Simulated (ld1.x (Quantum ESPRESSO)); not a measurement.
## Tc (Z = 43): one change to a TM potential, before and after

ld1.x (Quantum ESPRESSO) 7.5 input, shortened:

```
&input
   title='Tc', zed=43., rel=1, dft='BP', iswitch=3,
   config='[Kr] 4d5 4f-2 5s2 5p0'
 /
 &inputp
   pseudotype=2, tm=.true., lloc=2,
   nlcc=.true., rcore=2.25
 /
4
5S  1  0   2.00   0.00  2.70  2.70  0.0
5P  2  1   0.00   0.00  2.75  2.75  0.0
4F  4  3  -2.00   0.05  2.70  2.70  0.0
4D  3  2   5.00   0.00  2.20  2.20  0.0
 &test
   configts(1)='4d5 5s2 5p0'
 /
```

Change: all radii but the core radius scaled by about 1.28 (s 3.46, p 3.52, d 2.82, f 3.46 bohr).

Cutoffs: the cutoffs (Ry, on a coarse ladder) from which the occupation-weighted sum of valence levels, in a spherical-Bessel basis at the reference potential, stays within 10 and 1 mRy of its value at 400 Ry; they do not see the model core or the augmentation charge, which bear on the density cutoff. Errors are all-electron minus pseudo energies relative to the spin-unpolarised reference configuration.

Question: Predict the effect on cutoff, ghosts and configuration errors.

Answer: The potential gets softer (40 Ry and 45 Ry → 30 Ry and 35 Ry); the bound ghosts move from p, s to s; the number of tests that count goes from 6 to 7; of the 6 tests that both files solve, the error grows in 3 and shrinks in 2 by more than 15 % and 0.3 meV (median size 25.9 → 10.8 meV). A larger radius leaves more room for a smooth pseudo-wave, so fewer plane waves are needed.

| quantity | base | changed |
| --- | --- | --- |
| cutoff, loose | 40 Ry | 30 Ry |
| cutoff, tight | 45 Ry | 35 Ry |
| loose cutoff by channel (10 mRy a level) | s 6 Ry, d 35 Ry | s 6 Ry, d 25 Ry |
| bound ghosts | s, p | s |
| tests counted (converged, no solver errors) | 6 of 7 | 7 of 7 |
| error for 4d5 5s1 5p0, meV [ΔE 8.35 eV] | -5.6 | -7.3 |
| error for 4d5 5s0 5p0, meV [ΔE 23.36 eV] | -35 | -56 |
| error for 4d4 5s0 5p0, meV [ΔE 52.15 eV] | -97 | -279 |
| error for 4d4 5s2 5p0, meV [ΔE 11.76 eV] | -55 | -14 |
| error for 4d5.5 5s1.5 5p0, meV [ΔE -0.61 eV] | -17 | -2.9 |
| error for 4d5 5s1 5p1, meV [ΔE 3.80 eV] | -2.2 | -2.3 |

Base: Tests not counted: 4d5 5s0 5p1 (solver errors, printed error -2.7 eV). These tests converged, but a pseudo level misses the all-electron one widely, so the file describes the atom poorly there or has found another state: 4d4 5s2 5p0: empty 5p by 2.0 eV. Changed file: These tests converged, but a pseudo level misses the all-electron one widely, so the file describes the atom poorly there or has found another state: 4d5 5s0 5p0: empty 5p by 2.5 eV (a node warning on the way). A true bound ghost makes a file unfit for plane-wave use even where its test errors are small: the radial tests pick states by their node count and pass the ghost by. Where a test does run into it, the solver fails or the error is huge.
